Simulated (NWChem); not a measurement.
System: NaOH; SMILES [Na][OH]

```xyz
3

Na    -0.0662    -0.9541     0.0000
O      0.1328     0.9646     0.0000
H      0.2309     1.9106     0.0000
```
Atoms are numbered in this order, from 1.

The geometry was optimised at PBE0-D3(BJ)/def2-TZVP.

List the 4 lowest vertical singlet excitations from PBE/def2-SVP, TDA (NWChem).


| state | energy (eV) | oscillator strength | leading excitation (squared amplitude) |
|---|---|---|---|
| S1 | 1.52 | 0.017 | HOMO → LUMO (1.00) |
| S2 | 1.52 | 0.016 | HOMO−1 → LUMO (1.00) |
| S3 | 3.94 | 0.000 | HOMO−1 → LUMO+2 (0.50) |
| S4 | 3.94 | 0.000 | HOMO → LUMO+2 (0.51) |
